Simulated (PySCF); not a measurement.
**Stationary points of EuF₂**

Method: PBE0 in PySCF with Eu def2-SVP with ECP28, F def2-SVP; scalar-relativistic core potentials, no spin–orbit coupling; density-fitted integrals.

Relaxations began from a few typed shapes; open shells are unrestricted. The search is not exhaustive: other isomers or separated fragments can lie lower, and high-lying points may rest on an excited occupation.

Order these stationary points by electronic energy, lowest first, in kJ/mol from the lowest minimum.
A. octet C2v: Eu–F 2.097 Å (×2); F–Eu–F 116.2°
B. octet D∞h: Eu–F 2.150 Å (×2); F–Eu–F 180.0°

A (0.0), B (26.9).

Which of them are minima?

By energy in kJ/mol, 0.0: minimum; 26.9: saddle point, 2 imaginary modes.

Formally Eu is in oxidation state +2, with 7 electrons left for the f, d and s shells; the Mulliken f population is 7.02 and the spin on Eu 7.05.

For the lowest minimum: open d and f shells are described by one determinant, and the ground state may have another occupation or spin. The pruned grid is coarse for the open f shell: energies are uncertain by about 2 kJ/mol and soft modes are noisy. With an element this heavy the missing spin–orbit coupling can shift these numbers.
